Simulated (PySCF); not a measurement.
C2H3Cl2FSi, SMILES Cl/C=C(\[SiH2]Cl)F.

Geometry optimised at B3LYP-D3(BJ)/def2-SVP. The structure was generated by enumeration; whether it is a known compound was not checked. Other conformers were not sampled.

Two levels are set side by side: TDDFT-PBE/def2-SVPD (PySCF) and TDDFT-PBE0/def2-SVPD (PySCF). Vertical, same geometry. The lowest singlet is HOMO→LUMO 85 % with PBE and HOMO→LUMO 95 % with the other functional; states are paired by order. Differences are taken from unrounded values.

```
quantity                               TDDFT-PBE0  TDDFT-PBE  TDDFT-PBE minus TDDFT-PBE0
-------------------------------------  ----------  ---------  --------------------------
lowest singlet excitation (eV)               5.61       5.02                       -0.59
lowest triplet excitation (TDA) (eV)         3.59       3.56                       -0.03
first bright state (f over 0.05) (eV)        5.61       5.02                       -0.59
its oscillator strength                      0.19       0.13                       -0.06
```

Functionals without exact exchange tend to place singlet excitations lower, as here. Differences between two approximate levels are no errors against the true value.

Rough cost on one machine, each run with all the roots and properties that it gave: TDDFT-PBE0 against TDDFT-PBE about 5 times.
